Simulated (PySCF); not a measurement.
# Tin: a sound run and one with changed settings

Sound run: Sn⁺ [Kr] 4d10 5s2 5p1, Sn²⁺ [Kr] 4d10 5s2. Calculation: PySCF 2.14, in cc-pVTZ-PP with ECP28MDF (5s4p3d1f, 39 functions); a scalar-relativistic core potential. In the sound run the correlated levels freeze 4s2 4p6 4d10 outside the core potential. The sound run starts from symmetry-adapted Hartree-Fock orbitals and uses a fine grid where one is needed.

A second run was set up differently.

```tsv
species	method	sound run (hartree)	changed run (hartree)	converged
Sn⁺	MP2	-213.12041	-213.20638	yes
Sn²⁺	MP2	-212.60792	-212.68924	yes
```

Ionisation energy of Sn⁺:

| method | sound run (eV) | changed run (eV) |
| --- | --- | --- |
| UHF | 13.741 | 13.741 |
| MP2 | 13.946 | 14.072 |
| SCS-MP2 | 13.934 | 14.014 |

Question: What was changed?
A. basis contracted for another Hamiltonian
B. minimal basis
C. too few SCF iterations
D. all electrons correlated in a valence basis

Answer: D. A valence basis has no tight correlating functions, so it recovers only part of the core correlation, and not evenly between atom and ion.
